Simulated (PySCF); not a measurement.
Ga(Cl) cation (ClGa), SMILES [Cl][Ga] (connectivity only; charge and spin as stated), charge +1, multiplicity 2. Geometry: PBE-D3(BJ)/def2-TZVP. The spin state was assumed, not searched.

The numbers are results of PBE-D3(BJ)/def2-TZVP (PySCF), not measurements.

Harmonic wavenumbers (cm⁻¹): 396. Rotational constants (GHz): 4.805 (linear); symmetry number 1.

Question: Work out the zero-point energy and the ideal-gas rigid-rotor harmonic-oscillator thermochemistry at 298.15 K and 1 atm.

Answer: ZPE = ½ Σ hcν = ½ × 396 cm⁻¹ = 2.37 kJ/mol. H − E(el) = 11.87 kJ/mol. Entropy in J/(mol K): translation 166.81, rotation 67.88, vibration 4.09, spin 5.76, total 244.54. G − E(el) = -61.04 kJ/mol. Cp = 35.29 J/(mol K).
